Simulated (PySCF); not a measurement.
A run for PySCF: D3(BJ) and D4 dispersion corrections on BH5O6Si (SMILES OB(O)O[Si](O)(O)O).

```python
from pyscf import gto
from pyscf.dispersion import dftd3, dftd4

mol = gto.M(
    atom='''
    O    -1.70069227   -0.69555632    0.39267012
    Si   -0.90955680    0.73920914    0.20897010
    O    -1.23908532    1.55856172   -1.17998565
    O    -1.30803102    1.70759258    1.48133252
    O     0.72984425    0.44562647    0.14125719
    B     1.39678001   -0.67222105   -0.25694627
    O     0.68451313   -1.80852912   -0.57586341
    O     2.75709462   -0.70328590   -0.34221068
    H    -1.20922551   -1.43953084    0.00625062
    H    -2.09014773    2.01043349   -1.20971161
    H    -1.51251743    1.24392852    2.30184684
    H     1.25438243   -2.53651510   -0.85266931
    H     3.14664163    0.15038643   -0.11494046
    ''',
    basis='def2-svp',
    charge=0, spin=0, verbose=0, max_memory=1800)
d3, d4 = {}, {}
for xc in ['hf', 'pbe', 'blyp', 'revpbe', 'tpss', 'r2scan', 'b3lyp', 'pbe0', 'bhlyp', 'camb3lyp', 'b2plyp']:
    d3[xc] = float(dftd3.DFTD3Dispersion(mol, xc=xc, version='d3bj', atm=False).get_dispersion()['energy'])
    print(f'D3(BJ) {xc:10s} {d3[xc]:14.8f} Eh')
for xc in ['hf', 'pbe', 'blyp', 'revpbe', 'tpss', 'r2scan', 'b3lyp', 'pbe0', 'bhlyp', 'camb3lyp', 'b2plyp']:
    d4[xc] = float(dftd4.DFTD4Dispersion(mol, xc={'camb3lyp': 'cam-b3lyp'}.get(xc, xc), atm=True).get_dispersion()['energy'])
    print(f'D4     {xc:10s} {d4[xc]:14.8f} Eh')
```

The log:

```
D3(BJ) hf            -0.07597486 Eh
D3(BJ) pbe           -0.01004769 Eh
D3(BJ) blyp          -0.02143085 Eh
D3(BJ) revpbe        -0.02483180 Eh
D3(BJ) tpss          -0.01275846 Eh
D3(BJ) r2scan        -0.00294259 Eh
D3(BJ) b3lyp         -0.01757937 Eh
D3(BJ) pbe0          -0.00883248 Eh
D3(BJ) bhlyp         -0.01392950 Eh
D3(BJ) camb3lyp      -0.00814834 Eh
D3(BJ) b2plyp        -0.00830154 Eh
D4     hf            -0.04072130 Eh
D4     pbe           -0.01162866 Eh
D4     blyp          -0.02554083 Eh
D4     revpbe        -0.03584506 Eh
D4     tpss          -0.01569515 Eh
D4     r2scan        -0.00298741 Eh
D4     b3lyp         -0.01862903 Eh
D4     pbe0          -0.00985135 Eh
D4     bhlyp         -0.01381431 Eh
D4     camb3lyp      -0.00996549 Eh
D4     b2plyp        -0.00815039 Eh
```

The run finished.

Cost: roughly 0.05 core-seconds.
